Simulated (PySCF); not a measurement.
# Shapes and spin states of RuSCl₂

Method: PBE0/[Ru def2-SVP with ECP28, S def2-SVP, Cl def2-SVP], scalar-relativistic core potentials, density fitting, no spin–orbit coupling, PySCF.

Relaxations began from a few typed shapes and spin states; open shells are unrestricted. The search is not exhaustive: other isomers or separated fragments can lie lower, and high-lying points may rest on an excited occupation.

(1) Which is the lowest minimum found?
A. triplet C2v: Ru–Cl 2.201 Å (×2), Ru–S 2.033 Å; Cl–Ru–Cl 131.9°, Cl–Ru–S 114.1° (×2)
B. quintet C2v: Ru–Cl 2.253 Å (×2), Ru–S 2.101 Å; Cl–Ru–Cl 154.7°, Cl–Ru–S 102.7° (×2)
C. quintet C2v: Ru–Cl 2.251 Å (×2), Ru–S 2.111 Å; Cl–Ru–Cl 104.9°, Cl–Ru–S 127.5° (×2)
D. singlet (closed shell, unstable to spin polarisation) C2v: Ru–Cl 2.197 Å (×2), Ru–S 1.993 Å; Cl–Ru–Cl 118.9°, Cl–Ru–S 120.6° (×2)
E. triplet Cs: Ru–Cl 2.204 Å, Ru–Cl 2.251 Å, Ru–S 2.077 Å; Cl–Ru–Cl 102.9°, Cl–Ru–S 111.1°, Cl–Ru–S 146.0°

## Answers

(1) A. The others lie at 10.7 (quintet C2v), 48.2 (quintet C2v, a saddle point), 48.8 (singlet C2v), 62.5 (triplet Cs) kJ/mol above it.

Formally Ru is in oxidation state +4, d4, with 2 unpaired electrons (the high-spin count would be 4). The Mulliken spin on Ru is 1.57. The polar-tensor charge on Ru, 1.03, is far below the formal one.

For the lowest minimum: with open d or f shells other occupations or spin states may lie lower.
